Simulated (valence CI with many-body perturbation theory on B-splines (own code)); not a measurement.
**Xe13+: E2, M1 decay**

Computed by configuration interaction combined with many-body perturbation theory (CI+MBPT): five valence electrons over a frozen Dirac-Fock core [Kr], radial functions for each j: 7 s, 7 p, 8 d, 6 f, 4 g, 1 h, with the one-electron correlation potential Σ1 (screened to all orders), the two-electron term Σ2, the three-electron term Σ3, Breit, model QED; selected single and double excitations, second order for the rest (own B-spline code, finite nucleus).

No measured spectrum was set against this ion. As an estimate, terms of the open shell hold to 2 to 4 % of their energy, and close levels can change places. Core correlation moves these levels by up to 12000 cm⁻¹, and in measured spectra 5 to 20 % of such shifts remained as error; rates that hang on mixing are uncertain with them. Among the levels kept, up to 320 cm⁻¹ of a level comes from second order outside the variational space, and about a tenth of that is noise between levels of different J, which matters for small intervals. Only levels of the ground parity were solved; by the run's estimate the other parity begins above the list, which can be wrong where configurations are misplaced.

Lines 1 to 50 of 120 in falling wavelength, among levels below 170440 cm⁻¹, chosen from the decays that carry over 1 % of a level's rate. Wavelengths and rates use the calculated energies, so an error of 2000 cm⁻¹ moves a line at 18050 Å by 36 % and its rate by three times that or more. Electric multipoles are in the length gauge, E1 and E2 with the static RPA response of the core. S is in atomic units (e²a₀⁴ for E2 and M2, e²a₀⁶ for E3), for M1 in squared Bohr magnetons. Weak lines are less certain than strong ones. Lines between different terms over intervals too small for the method are left out, as are lines whose strength nearly cancels. Intervals below about 2000 cm⁻¹, as at the head of this list, are uncertain by tens of per cent.

Names give the largest LS component (configuration and term), which can be under half, so a name can repeat, a term be missing and a line seem to break the LS rules; names also repeat where a configuration has a term twice. Letters in brackets count levels of one name in rising energy.

| λ vac (Å) | Upper | Lower | Type | A (s⁻¹) | S (a.u.) |
| --- | --- | --- | --- | --- | --- |
| 62780 | 4d⁵ ⁴G_11/2 | 4d⁵ ⁴G_7/2 | E2 | 1.04e-09 | 1.08e-02 |
| 59920 | 4d⁵ ⁴G_9/2 | 4d⁵ ⁴G_11/2 | M1 | 1.32e-01 | 1.05e+01 |
| 30660 | 4d⁵ ⁴G_9/2 | 4d⁵ ⁴G_7/2 | M1 | 1.12e+00 | 1.20e+01 |
| 18050 | 4d⁵ ⁴P_3/2 | 4d⁵ ⁴D_5/2 | M1 | 4.79e+00 | 4.18e+00 |
| 17730 | 4d⁵ ⁴P_1/2 | 4d⁵ ⁴D_3/2 | M1 | 9.10e+00 | 3.76e+00 |
| 17600 | 4d⁵ ²I_13/2 | 4d⁵ ²I_11/2 | M1 | 1.74e+00 | 4.92e+00 |
| 15600 | 4d⁵ ²F_7/2 [c] | 4d⁵ ²F_5/2 [b] | M1 | 3.31e+00 | 3.73e+00 |
| 13790 | 4d⁵ ²D_3/2 [a] | 4d⁵ ⁴F_5/2 | M1 | 6.93e+00 | 2.69e+00 |
| 12280 | 4d⁵ ⁴G_7/2 | 4d⁵ ⁴G_5/2 [a] | M1 | 1.21e+01 | 6.65e+00 |
| 12100 | 4d⁵ ²F_7/2 [a] | 4d⁵ ⁴D_5/2 | M1 | 5.31e-01 | 2.79e-01 |
| 10610 | 4d⁵ ⁴D_7/2 | 4d⁵ ⁴G_9/2 | M1 | 6.14e+00 | 2.17e+00 |
| 10190 | 4d⁵ ⁴F_5/2 | 4d⁵ ⁴F_3/2 | M1 | 4.60e+00 | 1.08e+00 |
| 10160 | 4d⁵ ⁴D_7/2 | 4d⁵ ⁴G_5/2 [b] | M1 | 1.64e+01 | 5.10e+00 |
| 9573 | 4d⁵ ⁴D_3/2 | 4d⁵ ⁴G_5/2 [a] | M1 | 1.57e+01 | 2.05e+00 |
| 9152 | 4d⁵ ²G_7/2 [a] | 4d⁵ ²F_5/2 [a] | M1 | 8.15e+00 | 1.85e+00 |
| 9097 | 4d⁵ ⁴G_5/2 [b] | 4d⁵ ⁴G_5/2 [a] | M1 | 4.58e+01 | 7.67e+00 |
| 8280 | 4d⁵ ²H_9/2 | 4d⁵ ²G_9/2 [a] | M1 | 1.91e+01 | 4.03e+00 |
| 8010 | 4d⁵ ⁴D_1/2 | 4d⁵ ⁴P_1/2 | M1 | 6.20e+01 | 2.36e+00 |
| 7881 | 4d⁵ ⁴D_7/2 | 4d⁵ ⁴G_7/2 | M1 | 1.90e+01 | 2.75e+00 |
| 7778 | 4d⁵ ⁴F_5/2 | 4d⁵ ²F_7/2 [a] | M1 | 3.81e+01 | 3.99e+00 |
| 7699 | 4d⁵ ²F_7/2 [c] | 4d⁵ ²H_9/2 | M1 | 1.30e+01 | 1.77e+00 |
| 7661 | 4d⁵ ²F_7/2 [a] | 4d⁵ ⁴D_7/2 | M1 | 1.22e+00 | 1.63e-01 |
| 7048 | 4d⁵ ²H_9/2 | 4d⁵ ²F_7/2 [a] | M1 | 7.15e+00 | 9.27e-01 |
| 7032 | 4d⁵ ²H_11/2 | 4d⁵ ²H_9/2 | M1 | 1.36e+01 | 2.11e+00 |
| 7027 | 4d⁵ ²G_7/2 [a] | 4d⁵ ²G_9/2 [a] | M1 | 1.14e+00 | 1.17e-01 |
| 6983 | 4d⁵ ²F_7/2 [c] | 4d⁵ ⁴F_5/2 | M1 | 1.40e+01 | 1.42e+00 |
| 6806 | 4d⁵ ²D_3/2 [a] | 4d⁵ ²F_5/2 [a] | M1 | 5.45e+00 | 2.55e-01 |
| 6594 | 4d⁵ ²G_9/2 [a] | 4d⁵ ⁴D_7/2 | M1 | 1.26e+01 | 1.34e+00 |
| 6587 | 4d⁵ ⁴D_5/2 | 4d⁵ ⁴D_3/2 | M1 | 8.22e+00 | 5.23e-01 |
| 6513 | 4d⁵ ²F_5/2 [b] | 4d⁵ ²F_5/2 [a] | M1 | 1.03e+01 | 6.33e-01 |
| 6419 | 4d⁵ ⁴F_5/2 | 4d⁵ ⁴P_3/2 | M1 | 1.28e+01 | 7.52e-01 |
| 6119 | 4d⁵ ²G_7/2 [a] | 4d⁵ ²F_7/2 [a] | M1 | 2.59e+01 | 1.76e+00 |
| 5860 | 4d⁵ ²D_3/2 [a] | 4d⁵ ⁴F_3/2 | M1 | 2.57e+01 | 7.67e-01 |
| 5779 | 4d⁵ ²F_7/2 [b] | 4d⁵ ²F_5/2 [a] | M1 | 2.84e+01 | 1.63e+00 |
| 5721 | 4d⁵ ⁴D_5/2 | 4d⁵ ⁴G_7/2 | M1 | 3.36e+01 | 1.40e+00 |
| 5642 | 4d⁵ ²F_5/2 [b] | 4d⁵ ⁴F_3/2 | M1 | 4.67e+01 | 1.87e+00 |
| 5568 | 4d⁵ ²I_11/2 | 4d⁵ ⁴G_9/2 | M1 | 1.28e+01 | 9.84e-01 |
| 5517 | 4d⁵ ⁴D_1/2 | 4d⁵ ⁴D_3/2 | M1 | 3.71e+01 | 4.62e-01 |
| 5414 | 4d⁵ ²F_5/2 [a] | 4d⁵ ⁴D_7/2 | M1 | 1.58e+01 | 5.56e-01 |
| 5345 | 4d⁵ ²H_9/2 | 4d⁵ ²I_11/2 | M1 | 6.50e+00 | 3.68e-01 |
| 5095 | 4d⁵ ²I_11/2 | 4d⁵ ⁴G_11/2 | M1 | 5.44e+01 | 3.20e+00 |
| 4957 | 4d⁵ ⁴P_3/2 | 4d⁵ ⁴G_5/2 [b] | M1 | 9.77e+00 | 1.76e-01 |
| 4852 | 4d⁵ ²F_7/2 [b] | 4d⁵ ²G_9/2 [a] | M1 | 4.68e+01 | 1.59e+00 |
| 4826 | 4d⁵ ⁴P_3/2 | 4d⁵ ⁴D_3/2 | M1 | 5.05e+01 | 8.42e-01 |
| 4815 | 4d⁵ ²F_5/2 [b] | 4d⁵ ²F_7/2 [a] | M1 | 3.27e+00 | 8.12e-02 |
| 4799 | 4d⁵ ⁴D_7/2 | 4d⁵ ⁴G_5/2 [a] | M1 | 1.20e+00 | 3.95e-02 |
| 4797 | 4d⁵ ⁴F_3/2 | 4d⁵ ⁴P_1/2 | M1 | 1.91e+01 | 3.13e-01 |
| 4735 | 4d⁵ ⁴F_5/2 | 4d⁵ ⁴D_5/2 | M1 | 8.90e+01 | 2.10e+00 |
| 4595 | 4d⁵ ²F_7/2 [c] | 4d⁵ ²F_5/2 [a] | M1 | 1.70e+01 | 4.89e-01 |
| 4448 | 4d⁵ ²F_7/2 [a] | 4d⁵ ⁴G_9/2 | M1 | 3.16e+01 | 8.24e-01 |
